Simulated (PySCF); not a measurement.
# SMILES CC[C@@]12C[C@@H]1C[C@@H]2O, C7H12O

Cartesian coordinates in Å; atom numbers follow the order of the lines, from 1:
```xyz
20

C     2.1692    0.4236    1.0403
C     0.7078    0.3249    1.4769
C    -0.1782   -0.1141    0.3468
C    -0.4037   -1.5478   -0.0322
C    -1.5750   -0.6928    0.3455
C    -1.9642    0.1617   -0.8531
C    -0.5396    0.7587   -0.8634
O     0.1609    0.5238   -2.0571
H     2.5052   -0.5256    0.6285
H     2.2908    1.1947    0.2819
H     2.8037    0.6779    1.8861
H     0.6184   -0.3917    2.2968
H     0.3725    1.2985    1.8468
H    -0.0894   -2.2857    0.6911
H    -0.2818   -1.8505   -1.0622
H    -2.2237   -0.9177    1.1752
H    -2.7349    0.8995   -0.6465
H    -2.2154   -0.3912   -1.7564
H    -0.5306    1.8302   -0.6176
H     1.1028    0.6343   -1.8900
```

Method: TDDFT B3LYP/def2-SVPD circular dichroism and optical rotation, one conformer, gas phase (PySCF). Geometry: GFN2-xTB.

The molecule is flexible and this is one conformer; a measurement averages over conformers. States above about 7.1 eV (minus the energy of the highest occupied orbital) lie near or above the ionisation threshold and depend on the basis.

Stereocentres: C3 R, C5 R, C7 S.

(1) What is the specific rotation at 633, 589.3, 546, 436, 405, 365, 355 nm?

(2) And for the mirror image at 589.3 nm?

(3) What is the molar rotation [Φ] = [α]·M/100 of the geometry above at 589.3 nm?

## Answers

(1) [α] in deg dm⁻¹ (g/mL)⁻¹:
```tsv
λ (nm)	origin-invariant length gauge	modified velocity gauge	length gauge (centre of mass)	isotropic polarisability (au)
633	-45.3	-35.4	-44.8	84.7
589.3	-53.3	-41.7	-52.7	84.9
546	-63.6	-49.9	-62.9	85.3
436	-110.4	-87.7	-109.2	86.7
405	-134.2	-107.0	-132.8	87.3
365	-179.6	-144.6	-177.8	88.4
355	-194.9	-157.3	-193.0	88.7
```

(2) +53.3 deg dm⁻¹ (g/mL)⁻¹ (origin-invariant length gauge): the same size and the opposite sign.

(3) With M = 112.17 g/mol, -59.7 deg cm² dmol⁻¹ (origin-invariant length gauge).

The first excitation lies at 6.36 eV (195 nm) with R = +8.2 × 10⁻⁴⁰ esu² cm² (velocity form).
